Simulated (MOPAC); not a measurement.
Input file for MOPAC: PM6 on SiP+, 2S+1 = 3, a spin state set in the input, which need not be the lowest, a point of a bond scan (R = 2.061 Å). Charge +1.

```
PM6 1SCF PRECISE CHARGE=1 UHF MS=1 THREADS=1
PSi

Si     0.00000000 1     0.00000000 1     0.00000000 1
P      0.00000000 1     0.00000000 1     2.06121000 1
```

Output:

```
*******************************************************************************
 **                                                                           **
 **                              MOPAC v23.2.5                                **
 **                                                                           **
 *******************************************************************************
 ** MOPAC's Digital Object Identifier: https://doi.org/10.5281/zenodo.6511958 **
 **                                                                           **
 ** Please cite the open-source release paper for use of this MOPAC version:  **
 ** J. E. Moussa and J. J. P. Stewart (2026)                                  **
 ** MOPAC: An open-source semiempirical molecular orbital program             **
 ** J. Open Source Softw., 11(119), 8025, https://doi.org/10.21105/joss.08025 **
 *******************************************************************************

                              PM6 CALCULATION RESULTS

 *******************************************************************************
 *  PM6        - The PM6 Hamiltonian to be used
 *  UHF        - UNRESTRICTED HARTREE-FOCK CALCULATION
 *
 *
 *
 *                 CHARGE ON SYSTEM = +1
 *
 *
 *
 *  MS=        - IN MECI, MAGNETIC COMPONENT OF SPIN =  1.0
 *  PRECISE    - TIGHTER CRITERIA TO BE USED
 *  1SCF       - DO 1 SCF AND THEN STOP
 *  THREADS=1  - MULTI-THREADING NOT USED
 *  T=         - A TIME OF 172800.0 SECONDS REQUESTED
 *  DUMP=N     - RESTART FILE WRITTEN EVERY 7200.0 SECONDS REQUESTED
 *******************************************************************************
PM6 1SCF PRECISE CHARGE=1 UHF MS=1 THREADS=1
 PSi

   ATOM   CHEMICAL          X               Y               Z
  NUMBER   SYMBOL      (ANGSTROMS)     (ANGSTROMS)     (ANGSTROMS)

     1      Si          0.00000000  *   0.00000000  *   0.00000000  *
     2       P          0.00000000  *   0.00000000  *   2.06121000  *



          CARTESIAN COORDINATES

    NO.       ATOM           X           Y           Z

     1        Si          0.0000      0.0000      0.0000
     2         P          0.0000      0.0000      2.0612

 General Reference for PM6:
 "Optimization of Parameters for Semiempirical Methods V: Modification of NDDO Approximations
 and Application to 70 Elements", J. J. P. Stewart, J. Mol. Mod., 13, 1173-1213 (2007)
 URL: https://link.springer.com/article/10.1007/s00894-007-0233-4

           Empirical Formula: Si P  =     2 atoms



      MOLECULAR POINT GROUP   :   C*v


          UHF CALCULATION, NO. OF ALPHA ELECTRONS =    5
                           NO. OF BETA  ELECTRONS =    3

 -------------------------------------------------------------------------------
 PM6 1SCF PRECISE CHARGE=1 UHF MS=1 THREADS=1
 PSi



     1SCF WAS SPECIFIED, SO BFGS WAS NOT USED
     SCF FIELD WAS ACHIEVED


                              PM6 CALCULATION
                                                       MOPAC v23.2.5 Linux




          FINAL HEAT OF FORMATION =        160.29566 KCAL/MOL =     670.67704 KJ/MOL


          COSMO AREA              =         95.89 SQUARE ANGSTROMS
          COSMO VOLUME            =         83.66 CUBIC ANGSTROMS

          IONIZATION POTENTIAL    =         13.760654 EV
          ALPHA SOMO LUMO (EV)    =        -13.761 -6.265
          BETA  SOMO LUMO (EV)    =        -13.868 -8.176
          NO. OF ALPHA ELECTRONS  =          5
          NO. OF BETA  ELECTRONS  =          3
          MOLECULAR WEIGHT        =         59.0593         POINT GROUP:  C*v

          MOLECULAR DIMENSIONS (Angstroms)

            Atom       Atom       Distance
            P     2   Si     1     2.06121
            P     2   Si     1     0.00000
           Si     1    P     2     0.00000


          SCF CALCULATIONS        =          1





   ATOM   CHEMICAL          X               Y               Z
  NUMBER   SYMBOL      (ANGSTROMS)     (ANGSTROMS)     (ANGSTROMS)

     1      Si          0.00000000  *   0.00000000  *   0.00000000  *
     2       P          0.00000000  *   0.00000000  *   2.06121000  *

                             CARTESIAN COORDINATES

   1   Si        0.000000000     0.000000000     0.000000000
   2    P        0.000000000     0.000000000     2.061210000


           Empirical Formula: Si P  =     2 atoms



      MOLECULAR POINT GROUP   :   C*v


          ALPHA EIGENVALUES
 -25.56200 -18.54930 -15.09678 -14.51757 -13.76065  -6.26498  -5.99167  -5.03196
  -3.84816  -3.84683  -3.61298  -3.41367  -1.83516 127.73980 127.84217 128.15028
 128.42909 128.43092


           BETA EIGENVALUES
 -24.68853 -16.60656 -13.86767  -8.17563  -7.53913  -5.59732  -5.17332  -4.82515
  -3.76145  -3.76020  -3.23317  -3.07745  -1.35056 128.98732 128.99741 129.08163
 129.11046 129.15483


              NET ATOMIC CHARGES AND DIPOLE CONTRIBUTIONS

  ATOM NO.   TYPE          CHARGE      No. of ELECS.   s-Pop       p-Pop       d-Pop
    1         Si           0.726039        3.2740     1.75670     1.26587     0.25139
    2          P           0.273961        4.7260     1.76092     2.95949     0.00563
 DIPOLE           X         Y         Z       TOTAL
 POINT-CHG.     0.000     0.000    -2.480     2.480
 HYBRID        -0.000    -0.000    -1.844     1.844
 SUM           -0.000    -0.000    -4.324     4.324


          ATOMIC ORBITAL ELECTRON POPULATIONS

     Atom    s        px        py        pz      x^2-y^2     xz        z^2       yz        xy
    1 Si   1.75670   0.54979   0.20190   0.51418   0.00006   0.11739   0.08607   0.04788   0.00000
    2  P   1.76092   1.33110   0.74959   0.87880   0.00003   0.00172   0.00325   0.00063   0.00000


                    (SZ)    =    1.000000
                    (S**2)  =    2.013536


          ATOMIC ORBITAL SPIN POPULATIONS

    Atom   Total    s     px     py     pz   x^2-y^2  xz     z^2    yz     xy
         Atomic
    1 Si  0.6058  0.118 -0.060  0.202  0.256 -0.000 -0.010  0.052  0.048 -0.000
    2  P  1.3942  0.037  0.070  0.750  0.537  0.000 -0.000 -0.000  0.001  0.000

 **********************
 *                    *
 * JOB ENDED NORMALLY *
 *                    *
 **********************




 == MOPAC DONE ==
```

The run finished.

Cost: about 0.03 core-seconds (a rough figure).
